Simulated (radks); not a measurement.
Q: These are the eigenvalues of the occupied orbitals of an atom or ion with whole-number occupations (eV). Method: Dirac Kohn-Sham, PBE, spin-unpolarised, spherical densities, point nucleus; computed with a radial shooting solver on a logarithmic mesh with Libxc functionals.

| orbital | eigenvalue |
|---|---|
| 1s1/2 | -8848.914 |
| 2s1/2 | -1062.109 |
| 2p1/2 | -930.3928 |
| 2p3/2 | -909.8965 |
| 3s1/2 | -114.6729 |
| 3p1/2 | -73.8607 |
| 3p3/2 | -71.2802 |
| 3d3/2 | -5.2025 |
| 3d5/2 | -4.9325 |
| 4s1/2 | -4.6101 |

Which element is it, and in what charge state? The configuration may be excited. Open shells, if any, fill j = l - 1/2 first.

A: Z = 29, copper, charge 0: Cu in [Ar] 3d10 4s1. The list shows which subshells hold electrons but not how many an open one holds; the 1s level, -325.19 hartree, gives Z - s = 25.5 by -(Z - s)^2/2, which with screening and relativity narrows Z to a few neighbours, and the depths of the outer levels then fix element, charge and occupations together.
